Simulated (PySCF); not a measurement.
Isomers of C8H10O3.

All values: PBE0/pcSseg-1 (PySCF) at GFN2-xTB geometries, gas phase, one conformer each.

(1) Rank by HOMO energy, highest first.
A. `[CH3:1][O:2][c:3]1[cH:4][c:5]([OH:6])[cH:7][c:8]([O:9][CH3:10])[cH:11]1` with C1–O2–C3–C4 180°, C4–C5–O6–H 0°, C7–C8–O9–C10 0°
B. `[CH3:1][O:2][C:3](=[O:4])[C@H:5]1[CH2:6][CH2:7][CH:8]=[CH:9][C:10]1=[O:11]` with C1–O2–C3–O4 -3°, O2–C3–C5–C6 139°, C3–C5–C6–C7 64°, C5–C6–C7–C8 46°, C6–C7–C8–C9 -17°, C8–C9–C10–O11 176°
C. `[CH3:1][O:2][C@@H:3]1[CH2:4][C@H:5]1[C:6]1=[CH:7][O:8][CH:9]=[CH:10][O:11]1` with C1–O2–C3–C4 154°, C4–C5–C6–C7 31°

(2) Rank by the highest Hirshfeld charge on any atom, lowest value first.
A. `[CH3:1][O:2][C@@H:3]1[CH2:4][C@H:5]1[C:6]1=[CH:7][O:8][CH:9]=[CH:10][O:11]1` with C1–O2–C3–C4 154°, C4–C5–C6–C7 31°
B. `[CH3:1][O:2][C:3](=[O:4])[C@H:5]1[CH2:6][CH2:7][CH:8]=[CH:9][C:10]1=[O:11]` with C1–O2–C3–O4 -3°, O2–C3–C5–C6 139°, C3–C5–C6–C7 64°, C5–C6–C7–C8 46°, C6–C7–C8–C9 -17°, C8–C9–C10–O11 176°
C. `[CH3:1][O:2][c:3]1[cH:4][c:5]([OH:6])[cH:7][c:8]([O:9][CH3:10])[cH:11]1` with C1–O2–C3–C4 180°, C4–C5–O6–H 0°, C7–C8–O9–C10 0° (3,5-dimethoxyphenol)

(3) Rank by the lowest IAO charge on any atom, highest value first.
A. `[CH3:1][C:2](=[O:3])[O:4][C:5]1=[C:6]([CH3:7])[CH2:8][CH2:9][C:10]1=[O:11]` with C1–C2–O4–C5 180°, C2–O4–C5–C6 -55°
B. `[O:1]=[CH:2][O:3][C@:4]12[CH2:5][CH2:6][C@H:7]([CH2:8][CH2:9]1)[C:10]2=[O:11]` with O1–C2–O3–C4 0°, C2–O3–C4–C5 64°
C. `[CH3:1][O:2][C@@H:3]1[CH2:4][C@H:5]1[C:6]1=[CH:7][O:8][CH:9]=[CH:10][O:11]1` with C1–O2–C3–C4 154°, C4–C5–C6–C7 31°

Results:

(1) C (-5.37 eV), A (-6.23 eV), B (-7.23 eV).

(2) A (+0.064 e), C (+0.180 e), B (+0.216 e).

(3) C (-0.375 e), B (-0.453 e), A (-0.476 e).

All values together:

```json
{"SMILES": "CO[C@@H]1C[C@H]1C1=COC=CO1", "μ (D)": "0.83", "HOMO (eV)": "-5.37", "LUMO (eV)": "-0.12", "lowest IAO charge (e)": "-0.375 (O)", "highest IAO charge (e)": "+0.177 (H)", "lowest Hirshfeld charge (e)": "-0.136 (O)", "highest Hirshfeld charge (e)": "+0.064 (H)"}
{"SMILES": "COC(=O)[C@H]1CCC=CC1=O", "μ (D)": "2.71", "HOMO (eV)": "-7.23", "LUMO (eV)": "-1.65", "lowest IAO charge (e)": "-0.474 (O)", "highest IAO charge (e)": "+0.520 (C)", "lowest Hirshfeld charge (e)": "-0.241 (O)", "highest Hirshfeld charge (e)": "+0.216 (C)"}
{"SMILES": "COc1cc(O)cc(OC)c1", "μ (D)": "0.57", "HOMO (eV)": "-6.23", "LUMO (eV)": "0.41", "lowest IAO charge (e)": "-0.475 (O)", "highest IAO charge (e)": "+0.365 (H)", "lowest Hirshfeld charge (e)": "-0.186 (O)", "highest Hirshfeld charge (e)": "+0.180 (H)"}
{"SMILES": "O=CO[C@]12CC[C@H](CC1)C2=O", "μ (D)": "2.18", "HOMO (eV)": "-7.17", "LUMO (eV)": "-0.65", "lowest IAO charge (e)": "-0.453 (O)", "highest IAO charge (e)": "+0.403 (C)", "lowest Hirshfeld charge (e)": "-0.241 (O)", "highest Hirshfeld charge (e)": "+0.183 (C)"}
{"SMILES": "CC(=O)OC1=C(C)CCC1=O", "μ (D)": "3.47", "HOMO (eV)": "-7.15", "LUMO (eV)": "-1.25", "lowest IAO charge (e)": "-0.476 (C)", "highest IAO charge (e)": "+0.532 (C)", "lowest Hirshfeld charge (e)": "-0.260 (O)", "highest Hirshfeld charge (e)": "+0.226 (C)"}
```

Conformers: `[CH3:1][O:2][C@@H:3]1[CH2:4][C@H:5]1[C:6]1=[CH:7][O:8][CH:9]=[CH:10][O:11]1` with C1–O2–C3–C4 154°, C4–C5–C6–C7 31°; `[CH3:1][O:2][C:3](=[O:4])[C@H:5]1[CH2:6][CH2:7][CH:8]=[CH:9][C:10]1=[O:11]` with C1–O2–C3–O4 -3°, O2–C3–C5–C6 139°, C3–C5–C6–C7 64°, C5–C6–C7–C8 46°, C6–C7–C8–C9 -17°, C8–C9–C10–O11 176°; `[CH3:1][O:2][c:3]1[cH:4][c:5]([OH:6])[cH:7][c:8]([O:9][CH3:10])[cH:11]1` with C1–O2–C3–C4 180°, C4–C5–O6–H 0°, C7–C8–O9–C10 0°; `[O:1]=[CH:2][O:3][C@:4]12[CH2:5][CH2:6][C@H:7]([CH2:8][CH2:9]1)[C:10]2=[O:11]` with O1–C2–O3–C4 0°, C2–O3–C4–C5 64°; `[CH3:1][C:2](=[O:3])[O:4][C:5]1=[C:6]([CH3:7])[CH2:8][CH2:9][C:10]1=[O:11]` with C1–C2–O4–C5 180°, C2–O4–C5–C6 -55°.
